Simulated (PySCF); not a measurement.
Computed with B3LYP-D3(BJ)/def2-TZVP // M06-2X/def2-TZVP (PySCF 2.14.0). Gas-phase values, no solvent. B3LYP has the VWN-RPA correlation part, as in Gaussian. Delta-SCF ions had no search for a lower state. Excitations are Tamm–Dancoff values on a coarser integration grid. The basis has no diffuse functions, so Rydberg states are missing or too high.

Reference species (SMILES): `BCl` (neutral, multiplicity 1).

```yaml
vertical ionisation energy (Delta-SCF): 11.34 eV
S1–T1 gap (TDA): 0.39 eV
```

Changed species: `B[N+]#[C-]` (X = isocyano; the reference has X = chloro).

Problem. Give the shifts of the vertical ionisation energy (Delta-SCF) and S1–T1 gap (TDA).

Solution. the vertical ionisation energy (Delta-SCF) rises by 0.66 eV, to 12.00 eV; the S1–T1 gap (TDA) rises by 0.54 eV, to 0.93 eV.
